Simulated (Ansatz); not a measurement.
Computed with Ansatz on PBE0-D4/def2-TZVP structures; ΔE is electronic, products minus reactants. CCSD(T)/CBS is the MP2 limit (def2-TZVPP, def2-QZVPP) plus CCSD(T) − MP2 in def2-TZVPP, frozen cores. DFT in def2-TZVPP. For Se outer-core shells are correlated without core-valence functions, which leaves a few kJ/mol of doubt a bond. Scalar relativity is left out up to krypton. Each species was taken in one conformer, which may not be the lowest.

Consider the substitution at a C–Si bond: `C[SiH](C)[NH][AlH2]` + H₂Se → `C[SeH]` + `C[SiH2][NH][AlH2]`.

```
             level  ΔE (eV)
         r2SCAN-D4     0.57
           PBE0-D4     0.55
           ωB97M-V     0.57
              PBE0     0.52
SCS-MP2/def2-TZVPP     0.48
     HF/def2-QZVPP     0.46
    MP2/def2-QZVPP     0.54
    CCSD/CBS(def2)     0.54
```

What does CCSD(T)/CBS give? (Estimate.)

Computed: +0.55 eV. The listed levels differ from it by 0.02, 0.00, 0.02, -0.03, -0.07, -0.09, -0.01, -0.01 eV.

Largest T1 diagnostic among the species: 0.011.

In def2-TZVPP, CCSD(T) changes the Hartree–Fock value by +0.07 eV (the triples alone add +0.00 eV) and MP2 by +0.07 eV. The D4 term adds +0.05 eV with B3LYP and +0.03 eV with PBE0; it sums over pairs of atoms, weighted by their polarisabilities, and B3LYP, whose exchange is more repulsive, gets the larger term.

B3LYP here is the variant with VWN-RPA as its local correlation; programs differ in this.
